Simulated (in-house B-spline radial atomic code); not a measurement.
Checks on a self-consistent run for the palladium ion Pd⁷⁺, [Ar] 3d10 4s2 4p5 4d3 6s1. Method: Dirac-Hartree-Fock, average of configuration, Fermi nucleus of rms radius 4.5318 fm. Calculated with a B-spline radial code for spherical atoms.

```tsv
orbital	q	ε (Eh)	<1/r>	<r²>	small-component weight
1s1/2	2	-905.37862	48.2405	0.0013705	0.02835
2s1/2	2	-139.74112	11.1142	0.0224222	0.0059397
2p1/2	2	-129.59141	11.0558	0.0168763	0.0059159
2p3/2	4	-123.70252	10.4233	0.0181964	0.0056895
3s1/2	2	-30.72702	3.89236	0.161851	0.0016726
3p1/2	2	-26.66869	3.78401	0.1585	0.0016065
3p3/2	4	-25.60413	3.6341	0.167267	0.0015486
3d3/2	4	-18.49600	3.45483	0.148708	0.0014232
3d5/2	6	-18.28667	3.41559	0.151404	0.0014055
4s1/2	2	-8.51427	1.51834	0.917706	0.00043764
4p1/2	1.6667	-7.12135	1.42728	1.01933	0.00039936
4p3/2	3.3333	-6.92266	1.38713	1.0643	0.00038676
4d3/2	1.2	-4.81547	1.19116	1.37422	0.00030019
4d5/2	1.8	-4.78604	1.18174	1.39205	0.00029703
6s1/2	1	-1.81910	0.401899	12.4412	6.6005e-05
```

Electron-electron repulsion V_ee = 1713.5328 hartree.

(1) What total energy follows from the eigenvalues?

(2) Does the Dirac virial theorem hold?

(3) What diamagnetic shielding (Lamb formula) and susceptibility (Langevin formula) do the radii give?

## Answers

(1) The eigenvalues count the repulsion twice, so E = Σqε - V_ee = -3313.330 - 1713.533 = -5026.863 hartree; the run printed -5026.863.

(2) For a point nucleus E = -2c²Σq·w, with w the small-component weight. Here Σq·w = 0.13384 and c = 137.0360, so the ratio E/(-2c²Σq·w) is 1.000036; the finite nucleus accounts for the departure from 1.

(3) σ = (α²/3)Σq<1/r> = 260.714/(3·137.036²) = 4627.8 ppm, and χ = -0.79199×10⁻⁶·Σq<r²> = -21.1×10⁻⁶ cm³/mol with Σq<r²> = 26.645 bohr². Both are non-relativistic formulas without the paramagnetism of open shells.
